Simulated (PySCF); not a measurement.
Ionisation energy of Tb(48+) by level of theory

Tb(48+) [Ne] 3s2 3p5 [3p1/2^2 3p3/2^3, M_J = 3/2] → Tb(49+) [Ne] 3s2 3p4 [3p1/2^2 3p3/2^2, M_J = 2], as a difference of total energies. All numbers are calculated (PySCF 2.14, the two-component X2C-1e Hamiltonian, in an even-tempered Gaussian basis (18 s from 12 bohr⁻², ratio 2.4; 14 p from 16 bohr⁻², ratio 2.4; 4 d from 59 bohr⁻², ratio 2.6; 4 f from 88 bohr⁻², ratio 2.6)). Correlated levels: 1s2 frozen; the 54 highest virtual spinors dropped. "Screened" scales the spin-orbit matrix elements by Boettger's factors to mimic the two-electron term; Breit and QED terms are absent.

| method | ionisation energy (eV) |
| --- | --- |
| GHF (spin-free) | 4299.1 |
| GMP2 (spin-free) | 4300.2 |
| GHF (screened spin-orbit) | 4244.5 |
| GMP2 (screened spin-orbit) | 4245.6 |

Breit and QED terms and the two-electron picture change are absent.

The spin-free rows relax to the high-spin LS determinant and lack the spin-orbit shift.

The labels give the starting determinants; with spin-orbit coupling the two ends relaxed to ⟨J²⟩ = 3.75, ⟨L²⟩ = 2.03, ⟨S²⟩ = 0.78 and ⟨J²⟩ = 6.00, ⟨L²⟩ = 3.24, ⟨S²⟩ = 1.41.

For comparison: 4242 ± 4 eV (theoretical estimate listed by NIST; NIST Atomic Spectra Database, ionization energies).
